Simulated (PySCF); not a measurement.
## How methods differ on the excitation energy of Al

Al [Ne] 3s2 3p1 (2P) → Al [Ne] 3s2 4s1 (2S), as a difference of total energies. Computed with PySCF 2.14 in aug-cc-pVQZ-DK (7s6p4d3f2g, 84 functions), with the spin-free X2C one-electron Hamiltonian (Gaussian nucleus). Correlated levels: valence: [Ne] frozen. The calculations carry no spin-orbit coupling.

```
           method  excitation energy (eV)
              UHF                   2.988
    MP2 (valence)                   3.087
SCS-MP2 (valence)                   3.093
   CCSD (valence)                   3.145
CCSD(T) (valence)                   3.155
```

Q: How much does correlation contribute at CCSD(T) (valence)?

A: 3.155 − (2.988) = 0.167 eV, measured against UHF.

Errors of the correlated levels include the incompleteness of this basis and the frozen core.

For comparison: 3.133 eV (measured; NIST levels, between the centres of gravity of the two terms).
